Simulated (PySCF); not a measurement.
## Spin-orbit coupling and the second ionisation energy along the 4d series

Two-component X2C-1e calculated with PySCF 2.14: MP2 on generalised Hartree-Fock spinors (GMP2), with spin-orbit coupling off and on (screened by Boettger's factors); no Breit or QED terms. Values in eV; the references (NIST) lie between the lowest levels. Elements whose determinants are no pure J levels are left out.

```json
{"element": "Tc (x2c-TZVPall-2c, [Ar] 3d10 frozen)", "configurations": "[Kr] 4d5 5s1 → [Kr] 4d5", "spin-free": "15.066", "with spin-orbit": "15.064", "shift": "-0.002", "reference": "15.26 (s)"}
{"element": "Ru (x2c-TZVPall-2c, [Ar] 3d10 frozen)", "configurations": "[Kr] 4d7 → [Kr] 4d6", "spin-free": "16.089", "with spin-orbit": "16.135", "shift": "0.045", "reference": "16.76 ± 0.06 (s)"}
{"element": "Pd (x2c-TZVPall-2c, [Ar] 3d10 frozen)", "configurations": "[Kr] 4d9 → [Kr] 4d8", "spin-free": "18.993", "with spin-orbit": "18.859", "shift": "-0.134", "reference": "19.43 ± 0.12 (s)"}
{"element": "Ag (x2c-TZVPall-2c, [Ar] 3d10 frozen)", "configurations": "[Kr] 4d10 → [Kr] 4d9", "spin-free": "21.311", "with spin-orbit": "21.067", "shift": "-0.244", "reference": "21.484"}
{"element": "Cd (x2c-TZVPall-2c, [Ar] 3d10 frozen)", "configurations": "[Kr] 4d10 5s1 → [Kr] 4d10", "spin-free": "16.495", "with spin-orbit": "16.497", "shift": "0.002", "reference": "16.908"}
```

Task: Estimate the missing row, Rh (x2c-TZVPall-2c, [Ar] 3d10 frozen).

Result: The calculation gives spin-free 17.535; with spin-orbit 17.483; shift -0.051. The reference value is 18.08 (s).

The largest shift is at Ag, -0.244 eV, where spin-orbit coupling lowers the species with fewer electrons by more than the one with more (starting occupations closed and 4d3/2^4 4d5/2^5).

What remains against the references is mostly the basis and correlation beyond MP2. References marked (s) are semi-empirical, (t) theoretical.
